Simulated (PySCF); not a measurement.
Broadened absorption spectrum of CH7NOSeSi2

CH7NOSeSi2.
SMILES with atom numbers: `[O:1]=[CH:2][NH:3][SiH2:4][Se:5][SiH3:6]` (hydrogens: H7 on C2; H8 on N3; H9, H10 on Si4; H11, H12, H13 on Si6)

Cartesian coordinates in Å at the PBE0-D3(BJ)/def2-SVP level; atoms count from 1:
```
atom  x, y, z in Å
O1     0.8714    1.0360    0.9102
C2     1.2925    0.0224    1.4274
N3     1.1558   -1.2024    0.8601
Si4    0.3205   -1.3305   -0.7046
Se5   -1.8728   -0.7693   -0.6407
Si6   -1.6250    1.5190   -0.7535
H7     1.8249    0.0315    2.4066
H8     1.4863   -2.0068    1.3821
H9     1.0533   -0.5088   -1.7032
H10    0.3868   -2.7837   -1.0218
H11   -0.4226    1.8675   -1.5576
H12   -1.6133    2.1461    0.5933
H13   -2.8541    1.9625   -1.4795
```

Theory: PySCF, TDDFT CAM-B3LYP/def2-SVPD, vertical, gas phase, core orbitals frozen in the response. Relativistic effects, spin–orbit coupling among them, are left out although an element past zinc is present.

Computed states:

| state | E (eV) | f |
| --- | --- | --- |
| S1 | 5.46 | 0.013 |
| S2 | 5.58 | 0.0050 |
| S3 | 5.71 | 0.011 |
| S4 | 6.43 | 0.021 |
| S5 | 6.64 | 0.023 |
| S6 | 6.83 | 0.043 |
| S7 | 6.87 | 0.040 |
| S8 | 6.98 | 0.016 |
| S9 | 7.23 | 0.039 |
| S10 | 7.27 | 0.030 |

Broadening: Gaussians 0.3 eV wide at half height, area fixed by f = 4.319×10⁻⁹ ∫ε dν̃. The width is an assumption, not a result. The curve ends short of the highest state used, and states not computed would add to its high-energy end.

**Question.** Give the broadened spectrum and its maxima.

**Answer.** 
```json
{"E (eV)": "5.01", "ε (L mol⁻¹ cm⁻¹)": "2"}
{"E (eV)": "5.06", "ε (L mol⁻¹ cm⁻¹)": "8"}
{"E (eV)": "5.11", "ε (L mol⁻¹ cm⁻¹)": "27"}
{"E (eV)": "5.15", "ε (L mol⁻¹ cm⁻¹)": "61"}
{"E (eV)": "5.20", "ε (L mol⁻¹ cm⁻¹)": "149"}
{"E (eV)": "5.25", "ε (L mol⁻¹ cm⁻¹)": "314"}
{"E (eV)": "5.30", "ε (L mol⁻¹ cm⁻¹)": "574"}
{"E (eV)": "5.34", "ε (L mol⁻¹ cm⁻¹)": "839"}
{"E (eV)": "5.39", "ε (L mol⁻¹ cm⁻¹)": "1197"}
{"E (eV)": "5.44", "ε (L mol⁻¹ cm⁻¹)": "1512"}
{"E (eV)": "5.49", "ε (L mol⁻¹ cm⁻¹)": "1719"}
{"E (eV)": "5.53", "ε (L mol⁻¹ cm⁻¹)": "1794"}
{"E (eV)": "5.58", "ε (L mol⁻¹ cm⁻¹)": "1793"}
{"E (eV)": "5.63", "ε (L mol⁻¹ cm⁻¹)": "1711"}
{"E (eV)": "5.67", "ε (L mol⁻¹ cm⁻¹)": "1596"}
{"E (eV)": "5.72", "ε (L mol⁻¹ cm⁻¹)": "1385"}
{"E (eV)": "5.77", "ε (L mol⁻¹ cm⁻¹)": "1105"}
{"E (eV)": "5.82", "ε (L mol⁻¹ cm⁻¹)": "793"}
{"E (eV)": "5.86", "ε (L mol⁻¹ cm⁻¹)": "556"}
{"E (eV)": "5.91", "ε (L mol⁻¹ cm⁻¹)": "317"}
{"E (eV)": "5.96", "ε (L mol⁻¹ cm⁻¹)": "158"}
{"E (eV)": "6.01", "ε (L mol⁻¹ cm⁻¹)": "74"}
{"E (eV)": "6.05", "ε (L mol⁻¹ cm⁻¹)": "51"}
{"E (eV)": "6.10", "ε (L mol⁻¹ cm⁻¹)": "73"}
{"E (eV)": "6.15", "ε (L mol⁻¹ cm⁻¹)": "167"}
{"E (eV)": "6.20", "ε (L mol⁻¹ cm⁻¹)": "365"}
{"E (eV)": "6.24", "ε (L mol⁻¹ cm⁻¹)": "621"}
{"E (eV)": "6.29", "ε (L mol⁻¹ cm⁻¹)": "1060"}
{"E (eV)": "6.34", "ε (L mol⁻¹ cm⁻¹)": "1580"}
{"E (eV)": "6.39", "ε (L mol⁻¹ cm⁻¹)": "2088"}
{"E (eV)": "6.43", "ε (L mol⁻¹ cm⁻¹)": "2433"}
{"E (eV)": "6.48", "ε (L mol⁻¹ cm⁻¹)": "2785"}
{"E (eV)": "6.53", "ε (L mol⁻¹ cm⁻¹)": "3130"}
{"E (eV)": "6.58", "ε (L mol⁻¹ cm⁻¹)": "3611"}
{"E (eV)": "6.62", "ε (L mol⁻¹ cm⁻¹)": "4187"}
{"E (eV)": "6.67", "ε (L mol⁻¹ cm⁻¹)": "5209"}
```

Maxima: 223 nm (5.55 eV), ε about 1800, made up of S1 (50%), S2 (24%) and S3 (25%) (ε in L mol⁻¹ cm⁻¹; maxima over ε = 5, shares over 10%). At its high-energy end, 6.67 eV, the curve is still rising (ε about 5200, from S5, S6 and S7).

**Question.** Coming from long wavelengths, where does ε first pass 100 L mol⁻¹ cm⁻¹?

**Answer.** At about 239 nm (5.18 eV), 0.28 eV below S1.

**Question.** What would ε be at 5.55 eV, the highest of these maxima, with half the width (0.15 eV)?

**Answer.** About 1790 L mol⁻¹ cm⁻¹ against 1800, a factor of about 1.0; a lone state at its own centre would give exactly 2.

**Question.** On this curve, what absorbance would a 10⁻³ mol/L sample give at 193 nm over a 1 cm path?

**Answer.** 193 nm is 6.424 eV, where ε is about 2400 L mol⁻¹ cm⁻¹, so A = ε c l ≈ 2.4 (Beer–Lambert, with the gas-phase spectrum and the assumed width).

The vertical ionisation energy (ΔSCF) is 8.97 eV, 1.70 eV above S10.

One conformer stands for the species.
